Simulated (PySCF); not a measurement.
Diatomic anions of Sr with the alkali metals

PBE0 with double-zeta basis sets in PySCF, for the lowest determinant that a PBE0 search found; no spin–orbit coupling. De refers to high-spin ground-configuration atoms (the charge goes to the atom of lower measured ionisation energy or higher electron affinity, which is not always the lowest computed limit). A positive dipole points towards Sr; it is taken about the centre of mass and depends on that origin.

| M | basis | charged atom | state (unpaired electrons) | Re (Å) | ωe (cm⁻¹) | De (eV) | μ (D) |
| --- | --- | --- | --- | --- | --- | --- | --- |
| Li | def2-SVPD | Li− | singlet (closed shell) | 3.941 | 138 | 0.59 | 7.03 |
| Na | def2-SVPD | Na− | singlet (closed shell) | 4.166 | 77.3 | 0.61 | 5.44 |
| K | def2-SVPD | K− | singlet (closed shell) | 4.780 | 49.8 | 0.38 | 6.91 |
| Rb | def2-SVPD | Rb− | singlet (closed shell) | 4.952 | 37.4 | 0.37 | 3.27 |
| Cs | def2-SVPD | Cs− | singlet (closed shell) | 5.220 | 31.3 | 0.33 | 1.61 |

Problem. By what factor does the harmonic wavenumber vary along the series?

Solution. At PBE0 it runs from 31.3 cm⁻¹ (CsSr⁻) to 138 cm⁻¹ (SrLi⁻), a factor of 4.41.

Down a group the atoms grow and get heavier, so bonds lengthen and wavenumbers fall; this series shows no clear exception.

Closed-shell solutions of metal pairs were not tested for spin polarisation, which can lower them a little. Weak bonds: CsSr⁻, KSr⁻, RbSr⁻. Basis-set superposition, not corrected here, can be much of De in a small basis, most of all at correlated wavefunction levels. Spin–orbit coupling is left out. For an ion De counts to the pair picked by the measured ionisation energies or electron affinities, which need not be the lowest pair at this level. The highest Kohn–Sham level is positive in some of these anions. Much of that is self-interaction error, but it also means that the finite basis helps to hold the extra electron.
